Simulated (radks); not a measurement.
Values are calculated unless marked as measured or tabulated.
Problem. Successive ionisation energies (eV) of one element, from differences of total energies of ions in their ground configurations, starting at charge 0: 7.791, 22.060, 35.612, 50.414, 66.208, 82.749, 107.74, 126.96, 146.84, 167.31, 188.25, 274.14, 297.67, 320.79, 354.35, 379.46, 404.07, 471.87, 501.92, 890.04, 952.64, 1016.4. Code: a radial shooting solver on a logarithmic mesh with Libxc functionals. Model: scalar-relativistic Kohn-Sham, r2SCAN, spin-polarised, spherical densities, finite nucleus; open shells are filled with parallel spins first (spin-orbit coupling, left out, can overturn this in heavy ions); meta-GGA in the generalised Kohn-Sham scheme; Fermi nuclear charge, rms radius 4.5454 fm. Which element is it?

Solution. Silver (Z = 47). The first species listed is Ag in [Kr] 4d10 5s1, the last Ag21+ in [Ar] 3d8.
